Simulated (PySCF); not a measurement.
**Vibration and rotation of ZnCl⁺**

PBE0 constants of ZnCl⁺, ¹Σ⁺ (singlet), closed shell (Zn cc-pVDZ-PP with ECP10, Cl cc-pV(D+d)Z; scalar-relativistic core potentials (PySCF 2.14); masses 63.9291 and 34.9689 u):

| Item | Value |
| --- | --- |
| ωe | 477.8 cm⁻¹ |
| ωexe | 1.79 cm⁻¹ |
| Be | 0.17995 cm⁻¹ |
| αe | 0.000915 cm⁻¹ |
| D (centrifugal) | 1.02e-07 cm⁻¹ |
| De to Zn⁺ + Cl | 2.63 eV |

**Question.** Give the band origin of the fundamental and the first lines of its P and R branches.

**Answer.** ν0 = ωe − 2ωexe = 474.2 cm⁻¹, B0 = 0.17949, B1 = 0.17858 cm⁻¹.

```
J″  P(J″) − ν0  R(J″) − ν0
 0                   0.357
 1      -0.359       0.712
 2      -0.720       1.066
 3      -1.082       1.418
 4      -1.447       1.767
 5      -1.813       2.115
 6      -2.181       2.462
```

**Question.** Near which J would the R branch turn back, without centrifugal distortion?

**Answer.** At J ≈ (B0 + B1)/(2(B0 − B1)) − 1 ≈ 190.

For an ion De counts to the pair picked by the measured ionisation energies or electron affinities, which need not be the lowest pair at this level.
